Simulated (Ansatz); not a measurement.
```yaml
crystal:
  periodic: [false, false, false]
  atoms:
    - {symbol: Cl, position_ang: [-1.044019, -1.744467, 1.320906]}
    - {symbol: C, position_ang: [-0.269916, -0.234178, 0.857391]}
    - {symbol: C, position_ang: [0.944296, -0.329757, -0.102104]}
    - {symbol: Si, position_ang: [-0.516571, 0.539571, -0.792778]}
    - {symbol: Cl, position_ang: [-0.533663, 2.570023, -0.961350]}
    - {symbol: H, position_ang: [-0.111508, 0.396473, 1.725711]}
    - {symbol: H, position_ang: [1.840757, 0.187768, 0.224652]}
    - {symbol: H, position_ang: [1.148320, -1.325155, -0.487068]}
    - {symbol: H, position_ang: [-1.369296, -0.106479, -1.802661]}
basis:
  gaussian: {orbitals: 6-31G}
hamiltonian: {xc: {name: r2SCAN0}, dispersion: d3bjatm, pseudopotentials: {relativity: scalar}}
output: {forces: true}
```

```sh
$ ansatz run in.yaml --threads 4 --pin off --events-out ev --progress --plain --max-ram 10444MiB
```

Output, abridged:

```
Functional definition: r2SCAN0
806 factors; integrals over basis functions are off by at most 1.9e-4 eV
mean field evaluation 1: about -35133.9621 eV, gradient 3.6e1 eV
mean field evaluation 2: about -35132.0361 eV, gradient 4.3e1 eV
mean field evaluation 4: about -35137.2701 eV, gradient 1.6e0 eV
mean field evaluation 8: about -35137.4469 eV, gradient 1.1e-1 eV
mean field evaluation 16: about -35137.4469 eV, gradient 4.9e-5 eV
mean field -35137.44691253 eV, -1291.2773570184 hartree, gradient 4.9e-5 eV, S^2 0.000000; 0 other end points of the search recorded, 0 dependent functions left out
reference -35137.44691954 eV, -1291.2773572761 hartree; 32, 32 occupied and 33, 33 virtual orbitals, 806 factors
Total energy: -35137.53138395 eV, -1291.2804612860 hartree
Relativity: scalar
Atom 0 at    -1.044019    -1.744467     1.320906 Å, force    -0.754006    -1.350761     0.437097 eV/Å
Atom 1 at    -0.269916    -0.234178     0.857391 Å, force     0.989565     1.040394     0.326415 eV/Å
Atom 2 at     0.944296    -0.329757    -0.102104 Å, force     0.658853    -0.457184     0.486189 eV/Å
Atom 3 at    -0.516571     0.539571    -0.792778 Å, force    -0.701732    -1.412430    -0.784528 eV/Å
Atom 4 at    -0.533663     2.570023    -0.961350 Å, force    -0.012594     2.213202    -0.172448 eV/Å
Atom 5 at    -0.111508     0.396473     1.725711 Å, force    -0.053613    -0.046833    -0.107795 eV/Å
Atom 6 at     1.840757     0.187768     0.224652 Å, force    -0.073535    -0.028844    -0.077038 eV/Å
Atom 7 at     1.148320    -1.325155    -0.487068 Å, force     0.031070     0.098449    -0.019472 eV/Å
Atom 8 at    -1.369296    -0.106479    -1.802661 Å, force    -0.084008    -0.055993    -0.088420 eV/Å
Dipole moment:     0.249262    -0.092750    -0.117167 e Å
```

Hardware: 4 threads of an Arm Neoverse V2 on a shared host. Wall time 1.8 s, peak host memory 0.47 GiB.
